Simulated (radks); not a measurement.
Dynamic dipole polarisability and lines of the chlorine ion Cl7+, [Ne]. All-electron calculation, scalar-relativistic Kohn-Sham, LB94 model potential, spin-polarised, spherical densities, finite nucleus; Fermi nuclear charge, rms radius of each element as measured or else 0.836 A^(1/3) + 0.57 fm. Program: a radial shooting solver on a logarithmic mesh with Libxc functionals. Time-dependent linear response with the Hartree and adiabatic LDA kernel, continuum included through the Sternheimer equations, no spin-orbit coupling, so fine structure and intercombination lines are absent. Lines are the poles of the dipole polarisability below minus the highest occupied eigenvalue, found on a grid refined at the orbital gaps; the lowest seven at most are given, and weak or close lines can be missed. The first line takes the name of the lowest orbital gap if no other gap lies below it; otherwise a line is named after a gap within 0.6 % of it, if that gap stands alone.

photon energy (eV),alpha (bohr^3)
0,0.05275
16.875,0.05294
50.624,0.05456
84.373,0.05819
118.12,0.06498
151.87,0.07794
185.62,0.1116
219.37,0.1357
253.12,-0.2342
286.87,0.4339
320.62,-0.07482

Lines (eV, oscillator strength): 205.37 (6.037 nm, 2p-3s), f = 0.214; 244.41 (5.073 nm, unassigned), f = 1.78; 273.35 (4.536 nm, 2p-4s), f = 0.0270; 280.31 (4.423 nm, unassigned), f = 0.366; 288.17 (4.302 nm, unassigned), f = 0.520; 300.63 (4.124 nm, 2p-5s), f = 0.0158. Higher lines, where found, are left out when the end of the mesh affects them. Those listed give 65 % of the static polarisability (sum of f/w^2). Orbital energy gaps for comparison: 2p-3s 204.66 eV; 2p-3d 240.48 eV; 2p-4s 273.14 eV; 2s-3p 279.79 eV; 2p-4d 286.47 eV.
